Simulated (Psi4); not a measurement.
C3H9O2Si, doublet, at a GFN2-xTB geometry. Base run: B3LYP/pcseg-1 run with Psi4 1.11.

Geometry (Å):
```xyz
15

C     -2.2731    -0.9274    -0.3178
O     -0.8915    -0.7648    -0.3046
Si     0.0188     0.3017     0.5601
C     -0.4143     2.1167     0.1879
O      1.5334     0.1001    -0.0081
C      2.1796    -1.0711    -0.3984
H     -2.7797     0.0149    -0.5426
H     -2.5178    -1.6584    -1.0900
H     -2.6305    -1.2937     0.6484
H     -0.4071     2.2892    -0.8872
H     -1.3994     2.3687     0.5674
H      0.3025     2.7901     0.6417
H      2.9862    -0.7988    -1.0813
H      1.4909    -1.7524    -0.9008
H      2.6048    -1.5753     0.4740
```
Charge 0, spin multiplicity 2.
Orbitals are unrestricted.
All else is at Psi4's defaults (density fitting).
Base energy -559.65582 Eh.

The base run was repeated with changes; each row names its change, and settings that it needs were set with it.

```csv
change,ΔE vs base (mEh),SCF cycles,grid points,basis functions
base,0.000,10,321461,133
d_convergence = 1e-8,0.000,13,321461,133
dft_basis_tolerance = 1e-8,0.000,10,320363,133
e_convergence = 1e-8,0.000,11,321461,133
guess = core,0.000,14,321461,133
guess = huckel,0.000,11,321461,133
dft_radial_points = 50,-0.004,10,217551,133
scf_type = direct,0.107,12,321461,133
scf_type = dfdirj+cosx,-0.154,11,321461,133
damping_percentage = 50,0.012,42,321461,133
scf_initial_accelerator = ediis,0.000,10,321461,133
dft_radial_points = 35,-1.028,10,152774,133
guess = modhuckel,0.000,11,321461,133
```

Open shells are given as the SCF converged; they aren't shown to be the lowest states, and a large step between rows can be another state.
